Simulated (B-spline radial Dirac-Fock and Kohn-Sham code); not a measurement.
Form factor and incoherent scattering function of Sn⁺

System: Sn⁺, configuration 1s2 2s2 2p6 3s2 3p6 3d10 4s2 4p6 4d10 5s2 5p1, inside a Watson sphere of charge -1 and radius 2.4 Å (a model of the Madelung potential; inside it an electron's potential energy is raised by 6.0 eV).

These are calculated numbers from an atomic code on a B-spline grid; the model is Dirac-Fock orbitals of the configuration average with a finite nucleus. f₀ is the Fourier transform of the spherical electron density, S the Waller-Hartree incoherent function, and s = sin θ/λ.

```tsv
s (Å⁻¹)	f₀	S
0	49.000	0.000
0.05	48.177	1.021
0.1	46.051	3.275
0.15	43.285	5.630
0.2	40.368	7.727
0.25	37.522	9.629
0.3	34.827	11.420
0.35	32.314	13.116
0.4	30.010	14.718
0.45	27.931	16.236
0.5	26.088	17.686
0.6	23.074	20.422
0.7	20.812	22.918
0.8	19.073	25.107
0.9	17.647	26.966
1	16.385	28.535
1.1	15.202	29.880
1.2	14.063	31.063
1.4	11.913	33.109
1.6	10.032	34.858
1.8	8.514	36.376
2	7.366	37.696
2.5	5.702	40.298
3	4.854	42.180
3.5	4.192	43.586
4	3.565	44.654
5	2.509	46.069
6	1.834	46.879
```

f₀ starts at the number of electrons, 49, and has fallen to half at s ≈ 0.55 Å⁻¹. The sum of ⟨r²⟩ over the electrons is 46.54 bohr².
